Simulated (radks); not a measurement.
Task: The mean radii <r> (bohr) of the occupied orbitals of an atom or ion are listed with their occupations. Method: scalar-relativistic Kohn-Sham, PBE, spin-polarised, spherical densities, finite nucleus; Fermi nuclear charge, rms radius of each element as measured or else 0.836 A^(1/3) + 0.57 fm; computed with a radial shooting solver on a logarithmic mesh with Libxc functionals.

| orbital | occ. | <r> |
|---|---|---|
| 1s down | 1 | 0.01966 |
| 1s up | 1 | 0.01966 |
| 2s up | 1 | 0.08334 |
| 2s down | 1 | 0.08334 |
| 2p up | 3 | 0.07414 |
| 2p down | 3 | 0.07414 |
| 3s up | 1 | 0.2167 |
| 3s down | 1 | 0.2166 |
| 3p up | 3 | 0.2162 |
| 3p down | 3 | 0.2161 |
| 3d up | 5 | 0.1961 |
| 3d down | 5 | 0.1959 |
| 4s up | 1 | 0.4841 |
| 4s down | 1 | 0.4843 |
| 4p up | 3 | 0.5115 |
| 4p down | 3 | 0.5118 |
| 4d up | 5 | 0.5435 |
| 4d down | 5 | 0.5442 |
| 4f up | 7 | 0.5961 |
| 4f down | 3 | 0.5993 |

Name the element and its charge. Open shells, if any, are filled with parallel spins first.

Result: Z = 70, ytterbium, charge +14: Yb14+ in [Kr] 4d10 4f10. The 1s radius gives Z: for a bare nucleus <r> = (2 gamma + 1)/(2Z) with gamma = sqrt(1 - (Z/c)^2), 0.01942 bohr for Z = 70, and screening makes it slightly larger (0.01966 here). The occupations add up to 56, and the charge is Z minus that.
